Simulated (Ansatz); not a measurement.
`OB(O)S` + H₂ → `OBS` + H₂O  (hydrogenolysis of a B–O bond)

Gas-phase electronic energies from Ansatz, PBE0-D4/def2-TZVP geometries. CCSD(T)/CBS adds triple-zeta CCSD(T) − MP2 to the extrapolated MP2 energy (def2 sets, frozen cores). This one scheme is used for every species. Functionals use def2-TZVPP. HSE06 is defined as in plane-wave codes. One conformer a species, not always the lowest.

`OB(O)S`:

Cartesian coordinates in Å:
```
O 0.286 0.799 -0.853
B 0.223 -0.156 0.119
O 1.367 -0.758 0.531
S -1.304 -0.724 0.951
H -0.554 1.187 -1.101
H 2.137 -0.423 0.063
H -2.155 0.075 0.291
```

H₂:

Cartesian coordinates in Å:
```
H -0.242 0.227 -0.170
H 0.242 -0.227 0.170
```

`OBS`:

Cartesian coordinates in Å:
```
O 0.839 0.051 -1.235
B 0.256 0.304 -0.043
S -1.012 -0.796 0.640
H 0.533 -0.743 -1.682
H 0.600 1.278 0.554
H -1.216 -0.095 1.765
```

H₂O:

Z-matrix (Å, degrees):
```
O
H 1 0.960
H 1 0.960 2 105.1
```

| level | ΔE (kJ/mol) |
| --- | --- |
| CAM-B3LYP-D4 | 99.2 |
| revPBE | 86.4 |
| r2SCAN | 101.1 |
| r2SCANh | 100.4 |
| r2SCAN0 | 99.4 |
| HSE06 | 91.5 |
| CCSD/def2-SVP | 107.4 |
| SCS-MP2/def2-QZVPP | 94.2 |

(1) What does CCSD(T)/CBS give? (Estimate.)

Largest T1 diagnostic among the species: 0.013.

Results:

(1) The calculation gave: +92.7 kJ/mol. The listed levels differ from it by 6.5, -6.3, 8.4, 7.7, 6.7, -1.2, 14.7, 1.5 kJ/mol.

At CCSD(T), def2-SVP lies +16.7 kJ/mol from the extrapolated value and def2-TZVPP +2.3 kJ/mol. In def2-TZVPP, CCSD(T) changes the Hartree–Fock value by +3.1 kJ/mol (the triples alone add +1.9 kJ/mol) and MP2 by +6.5 kJ/mol. The D4 term adds +5.1 kJ/mol with B3LYP and +2.6 kJ/mol with PBE0; it sums over pairs of atoms, weighted by their polarisabilities, and B3LYP, whose exchange is more repulsive, gets the larger term.

B3LYP here is the variant with VWN-RPA as its local correlation; programs differ in this.
